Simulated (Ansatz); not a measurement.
Ideal-gas functions of ClF2GeH3Si, SMILES `[F][Ge]([F])([SiH3])[Cl]` at 600 K and 1 bar, from an Ansatz frequency run at PBE0-D4/def2-TZVP.

Molar mass 177.17 g/mol, point group Cs (symmetry number 1), electronic degeneracy 1, moments of inertia 205.639, 321.218, 380.861 u Å². Harmonic wavenumbers (cm⁻¹, unscaled): 76, 90, 112, 177, 216, 237, 355, 448, 521, 522, 712, 723, 855, 929, 930, 2248, 2272, 2272.

Use S(trans) = R[1.5 ln M + 2.5 ln T − 1.1517]; rotational temperatures θ = 24.2544 K / I; S(rot) = R[ln(√π/σ · √(T³/θAθBθC)) + 1.5]; for each mode x = 1.438777 ν̃/T, S = R[x/(eˣ − 1) − ln(1 − e⁻ˣ)] and H = RT x/(eˣ − 1); 1 cm⁻¹ = 0.0119627 kJ/mol; R = 8.31446 J/(mol·K).

Problem. By hand: the entropy, in J/(mol·K).

Solution. Translation 188.0. Rotation: θ = 0.1179, 0.0755, 0.0637 K, giving 128.1. Vibration, mode by mode: 22.48, 21.08, 19.27, 15.50, 13.88, 13.12, 9.90, 8.11, 6.98, 6.97, 4.81, 4.71, 3.66, 3.19, 3.18, 0.24, 0.23, 0.23, in all 157.5. Electronic 0.0. Sum 473.6 J/(mol·K).

Problem. By hand: H − E and G − E in kJ/mol, counted from the electronic energy.

Solution. Zero-point energy ½ × 13695 × 0.0119627 = 81.9; thermal vibration 44.1; translation, rotation and pV give 4 RT = 20.0. H − E = 146.0 kJ/mol, and G − E = 146.0 − 600 × 473.6/1000 = -138.2 kJ/mol.

Vibration gives 33 % of the entropy, 62.8 J/(mol·K) of it from the modes under 150 cm⁻¹: soft modes count most, and the harmonic formula is weakest for them.
